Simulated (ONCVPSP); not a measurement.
**revPBE ONCV dataset for N (Z = 7), scalar-relativistic all-electron reference.**

N (Z = 7), optimised norm-conserving Vanderbilt (ONCV), made with ONCVPSP 4.0.1 (revPBE, scalar-relativistic). Core [He], reference 2s1 2p4. Waves: 2s: rc 0.80 bohr, ncon 4, nbas 8, qcut 9.8 1/bohr, 2 projectors, debl 0.4 Ha; 2p: rc 1.70 bohr, ncon 4, nbas 8, qcut 10.1 1/bohr, 2 projectors, debl 3.5 Ha; d scattering state at 0.36 Ha: rc 1.50 bohr, ncon 4, nbas 8, qcut 6.8 1/bohr, 1 projector. Local part: polynomial inside 0.65 bohr (lpopt 1, dvloc0 6 Ha). Core correction: polynomial model core, fcfact 0.6.

In the s channel the program set the typed energies aside and used -0.701, 0.250 Ha.

All-electron outer shells of the reference configuration (revPBE, scalar-relativistic, ld1.x):

| shell | level (eV) | outermost node (bohr) | outermost maximum (bohr) |
| --- | --- | --- | --- |
| 1s | -385.85 | – | 0.15 |
| 2s | -19.07 | 0.32 | 1.02 |
| 2p | -7.47 | – | 0.98 |

(1) Estimate the cutoffs (Ha) at which the residual kinetic energy of the hardest occupied pseudo-wave falls to 1 and 0.1 mHa per electron.

(2) Does the potential have ghost states?

(3) Which valence shell sets the plane-wave cutoff?

(4) Tests: 2s2 2p3; 2s2 2p2; 2s2 2p1; 2s1 2p3. Which has the largest error in its energy relative to the reference configuration, and how large is it?

Answers

(1) 31 Ha and 40 Ha.

(2) No bound ghost flagged; no localised positive-energy state flagged.

(3) 2s: 31 Ha for 1 mHa per electron, against 27 Ha for 2p.

(4) 2s2 2p1, with +216 meV (all-electron minus pseudo) on +30.73 eV.
